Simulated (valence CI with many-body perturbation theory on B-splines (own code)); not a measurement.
# Energy levels of Lu⁶⁶⁺

Calculated by configuration interaction combined with many-body perturbation theory (CI+MBPT): three valence electrons over a frozen Dirac-Fock core [He], radial functions for each j: 9 s, 9 p, 8 d, 6 f, 3 g, 1 h, with the one-electron correlation potential Σ1 (screened to all orders), the two-electron term Σ2, the three-electron term Σ3, Breit, model QED; selected single and double excitations, second order for the rest, scaled by the run's own slope (own B-spline code, finite nucleus).

The last digits are not significant, and no measured levels were compared; by estimate large intervals hold to a few tenths of a per cent, small ones and those within an open d or f shell to about a per cent.

Levels 1 to 42 of 42, with energies above the lowest level, (2s^2 2p1/2) J=1/2. "Leading %" is the weight of the configuration and term that name the level; weights of strongly mixed levels are sums over their largest components and can fall short, so below about 35 % the name and the second component can differ from the true leading terms, or belong to a minority configuration. In the jj column 3d3/2^4 stands for four electrons in 3d with j = 3/2. Lifetimes count E1, E2, E3, M1 and M2 decay at the calculated energies, and are blank where another channel may lead or the interval is too uncertain; long ones can be off by a factor of two.

```
No.  Configuration  Term    J  E (eV)  Leading %      g  Lifetime              Leading jj
  1          2s²2p   ²P°  1/2       0        100  0.620                2s^2 2p1/2 (100 %)
  2          2s2p²    ⁴P  1/2     253         50  2.041   45.2 ps      2s 2p1/2^2 (100 %)
  3          2s²2p   ²P°  3/2    1212         99  1.300   32.8 ps       2s^2 2p3/2 (99 %)
  4          2s2p²    ⁴P  3/2    1389         90  1.623   13.7 ps  2s 2p1/2 2p3/2 (100 %)
  5          2s2p²    ²D  5/2    1429         63  1.311    126 ps  2s 2p1/2 2p3/2 (100 %)
  6          2s2p²    ²P  1/2    1497         69  1.265    116 fs  2s 2p1/2 2p3/2 (100 %)
  7          2s2p²    ²D  3/2    1499         62  0.973    129 fs  2s 2p1/2 2p3/2 (100 %)
  8            2p³   ²P°  3/2    1762         48  1.316    169 fs    2p1/2^2 2p3/2 (99 %)
  9          2s2p²    ⁴P  5/2    2618         63  1.417    564 fs      2s 2p3/2^2 (100 %)
 10          2s2p²    ²S  1/2    2722         68  1.916    146 fs      2s 2p3/2^2 (100 %)
 11          2s2p²    ²P  3/2    2723         60  1.170   79.5 fs      2s 2p3/2^2 (100 %)
 12            2p³   ⁴S°  3/2    2927         55  1.435   83.1 fs   2p1/2 2p3/2^2 (100 %)
 13            2p³   ²D°  5/2    2950        100  1.164   88.6 fs   2p1/2 2p3/2^2 (100 %)
 14            2p³   ²P°  1/2    3004        100  0.620   76.6 fs   2p1/2 2p3/2^2 (100 %)
 15            2p³   ²P°  3/2    4180         51  1.286   55.5 fs         2p3/2^3 (100 %)
 16          2s²3s    ²S  1/2    9652         98  1.983   4.14 fs          2s^2 3s (98 %)
 17          2s²3p   ²P°  1/2    9736         96  0.660    108 fs       2s^2 3p1/2 (96 %)
 18         2s2p3s   ⁴P°  1/2    9820         85  2.351   4.63 fs      2s 2p1/2 3s (99 %)
 19         2s2p3s   ⁴P°  3/2    9847         59  1.533   4.13 fs      2s 2p1/2 3s (99 %)
 20         2s2p3s   ²P°  1/2    9876         95  0.702   5.41 fs      2s 2p1/2 3s (99 %)
 21         2s2p3p    ⁴D  1/2    9891         72  0.263   5.92 fs  2s 2p1/2 3p1/2 (100 %)
 22         2s2p3p    ⁴D  3/2    9919         40  1.090   2.31 fs  2s 2p1/2 3p1/2 (100 %)
 23         2s2p3p    ⁴P  1/2    9961         46  1.917   4.54 fs   2s 2p1/2 3p1/2 (99 %)
 24          2s²3p   ²P°  3/2   10094         98  1.321   76.5 fs       2s^2 3p3/2 (98 %)
 25          2p²3s    ⁴P  1/2   10124         44  1.970   5.11 fs       2p1/2^2 3s (96 %)
 26          2s²3d    ²D  3/2   10150         98  0.787    672 as       2s^2 3d3/2 (98 %)
 27          2p²3p   ²P°  1/2   10191         45  0.643   1.23 fs    2p1/2^2 3p1/2 (97 %)
 28          2s²3d    ²D  5/2   10246         94  1.191    762 as       2s^2 3d5/2 (94 %)
 29         2s2p3p    ⁴P  3/2   10261         31  1.389   6.45 fs  2s 2p1/2 3p3/2 (100 %)
 30         2s2p3p    ⁴D  5/2   10293         41  1.311   15.2 fs   2s 2p1/2 3p3/2 (95 %)
 31         2s2p3p    ²D  3/2   10295         43  1.243   2.89 fs  2s 2p1/2 3p3/2 (100 %)
 32         2s2p3p    ²P  1/2   10301         43  1.340   1.89 fs   2s 2p1/2 3p3/2 (97 %)
 33         2s2p3d   ⁴F°  3/2   10305         70  0.569   2.65 fs  2s 2p1/2 3d3/2 (100 %)
 34         2s2p3d   ⁴F°  5/2   10335         42  1.005   3.93 fs   2s 2p1/2 3d3/2 (98 %)
 35         2s2p3d   ²P°  3/2   10353         30  1.162    560 as   2s 2p1/2 3d3/2 (99 %)
 36         2s2p3d   ⁴D°  1/2   10357         53  0.435    589 as   2s 2p1/2 3d3/2 (98 %)
 37         2s2p3d   ⁴P°  5/2   10413         33  1.303    738 as  2s 2p1/2 3d5/2 (100 %)
 38         2s2p3d   ²F°  7/2   10441         40  1.223    758 as  2s 2p1/2 3d5/2 (100 %)
 39         2s2p3d   ²F°  5/2   10453         48  1.073    761 as   2s 2p1/2 3d5/2 (99 %)
 40         2s2p3d   ²P°  3/2   10453         39  1.113    767 as   2s 2p1/2 3d5/2 (96 %)
 41          2p²3p   ²P°  3/2   10565         34  1.319   2.66 fs    2p1/2^2 3p3/2 (96 %)
 42          2p²3d    ²D  3/2   10606         42  0.782   4.00 fs    2p1/2^2 3d3/2 (98 %)
```

The ionisation energy to 2s² ¹S0 of the next ion comes out as 17112 eV (NIST: 17120 ± 40 eV (theoretical)). All 42 levels together are meant to be complete up to 10707 eV.
